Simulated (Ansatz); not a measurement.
BH5SSeSi (`SB[SiH2][SeH]`), 9 atoms. The species carries charge 0 and has multiplicity 1. Correlated methods include outer-core shells of Se, which these sets cover unevenly. Scalar relativity is left out up to krypton. All runs use 4 threads of an Intel Xeon Platinum 8375C on a shared host. Correlated methods freeze the cores.

Give the basis size and wall time and peak host memory of each of these runs in Ansatz. RHF-CCSD(T)/def2-TZVPP energy; RKS PBE0-D4/def2-QZVPP energy; RKS PBE0-D4/def2-TZVP frequencies; direct RPA on PBE orbitals/def2-TZVPP energy; RKS BHLYP-D4/def2-TZVPP energy; RKS revPBE-D4/def2-TZVPP energy; RKS PBE0-D4/def2-TZVP relaxation (8 steps); RKS ωB97M-V/def2-QZVPP energy; RKS PBE-QIDH (frozen core)/def2-TZVPP energy; RHF-CCSD(T)/def2-SVP energy; RKS PBE0-D4/def2-SVP energy; RKS ωB97M-V/def2-SVP energy. (Best estimate.)

Ansatz gave: Other jobs shared the machine, so times are rough.

```json
{"level": "RKS PBE0-D4/def2-SVP", "job": "energy", "functions": "107", "wall time": "1.1 s", "peak host memory (GiB)": "0.25"}
{"level": "RKS revPBE-D4/def2-TZVPP", "job": "energy", "functions": "233", "wall time": "1.7 s", "peak host memory (GiB)": "0.34"}
{"level": "RKS BHLYP-D4/def2-TZVPP", "job": "energy", "functions": "233", "wall time": "2.8 s", "peak host memory (GiB)": "0.73"}
{"level": "RKS ωB97M-V/def2-SVP", "job": "energy", "functions": "107", "wall time": "3.5 s", "peak host memory (GiB)": "0.37"}
{"level": "direct RPA on PBE orbitals/def2-TZVPP", "job": "energy", "functions": "233", "wall time": "3.5 s", "peak host memory (GiB)": "0.52"}
{"level": "RHF-CCSD(T)/def2-SVP", "job": "energy", "functions": "107", "wall time": "4.2 s", "peak host memory (GiB)": "0.46"}
{"level": "RKS PBE-QIDH (frozen core)/def2-TZVPP", "job": "energy", "functions": "233", "wall time": "4.4 s", "peak host memory (GiB)": "0.62"}
{"level": "RKS PBE0-D4/def2-QZVPP", "job": "energy", "functions": "436", "wall time": "7.5 s", "peak host memory (GiB)": "1.8"}
{"level": "RKS ωB97M-V/def2-QZVPP", "job": "energy", "functions": "436", "wall time": "15 s", "peak host memory (GiB)": "2.1"}
{"level": "RKS PBE0-D4/def2-TZVP", "job": "relaxation (8 steps)", "functions": "183", "wall time": "24 s", "peak host memory (GiB)": "0.57"}
{"level": "RHF-CCSD(T)/def2-TZVPP", "job": "energy", "functions": "233", "wall time": "68 s", "peak host memory (GiB)": "3.9"}
{"level": "RKS PBE0-D4/def2-TZVP", "job": "frequencies", "functions": "183", "wall time": "110 s", "peak host memory (GiB)": "0.58"}
```
